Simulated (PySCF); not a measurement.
CH₅FMoN₂, multiplicity 1. Atoms are numbered in the order given.

```xyz
10

Mo    -0.0279    -0.0816     0.0000
N     -1.0124    -0.0882    -1.4070
H     -1.8889    -0.1616    -1.9195
N     -1.0124    -0.0882     1.4070
H     -1.8889    -0.1616     1.9195
F      1.2836    -1.4123     0.0000
C      0.7878     1.8549     0.0000
H      0.0219     2.6427     0.0000
H      1.4101     1.9620    -0.9038
H      1.4101     1.9620     0.9038
```
Charge 0, spin multiplicity 1.

The structure is a stationary point at PBE0-D3(BJ)/def2-SVP. The multiplicity is an assumed one; no other spin state was optimised. The structure was generated by enumeration; whether it is a known compound was not checked. The def2 effective core potentials stand for the cores of Mo; spin–orbit coupling is left out.

The numbers are results of PBE/def2-TZVP run with PySCF, not measurements.

Symmetry labels are those of the subgroup Cs that the program uses (full group Cs).

**Question.** List the valence orbital energies around the gap with their symmetry. (The exact figures need the calculation; the answer reports its results.)

**Answer.** 
```csv
orbital,symmetry,energy (eV)
HOMO−7,A",-10.14
HOMO−6,A',-9.68
HOMO−5,A",-9.63
HOMO−4,A',-7.89
HOMO−3,A",-7.75
HOMO−2,A',-7.63
HOMO−1,A',-6.86
HOMO,A",-6.67
LUMO,A',-2.72
LUMO+1,A",-2.01
LUMO+2,A',-1.30
LUMO+3,A',-0.83
```
